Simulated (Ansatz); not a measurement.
Ideal-gas functions of `Cl[SiH]1CO1` at 600 K and 1 bar, from an Ansatz frequency run at PBE0-D4/def2-TZVP.

Molar mass 94.57 g/mol, point group C1 (symmetry number 1), electronic degeneracy 1, moments of inertia 36.586, 186.784, 189.059 u Å². Harmonic wavenumbers (cm⁻¹, unscaled): 209, 235, 515, 615, 732, 763, 780, 842, 1044, 1103, 1141, 1461, 2299, 3105, 3189.

Use S(trans) = R[1.5 ln M + 2.5 ln T − 1.1517]; rotational temperatures θ = 24.2544 K / I; S(rot) = R[ln(√π/σ · √(T³/θAθBθC)) + 1.5]; for each mode x = 1.438777 ν̃/T, S = R[x/(eˣ − 1) − ln(1 − e⁻ˣ)] and H = RT x/(eˣ − 1); 1 cm⁻¹ = 0.0119627 kJ/mol; R = 8.31446 J/(mol·K).

Problem. By hand: the entropy, in J/(mol·K).

Solution. Translation 180.1. Rotation: θ = 0.6629, 0.1299, 0.1283 K, giving 115.7. Vibration, mode by mode: 14.14, 13.19, 7.07, 5.80, 4.63, 4.36, 4.22, 3.75, 2.56, 2.29, 2.13, 1.16, 0.22, 0.04, 0.03, in all 65.6. Electronic 0.0. Sum 361.4 J/(mol·K).

Problem. By hand: H − E and G − E in kJ/mol, counted from the electronic energy.

Solution. Zero-point energy ½ × 18033 × 0.0119627 = 107.9; thermal vibration 22.8; translation, rotation and pV give 4 RT = 20.0. H − E = 150.7 kJ/mol, and G − E = 150.7 − 600 × 361.4/1000 = -66.1 kJ/mol.

Vibration gives 18 % of the entropy. The sum counts one conformer and one mirror image; others add a mixing term.
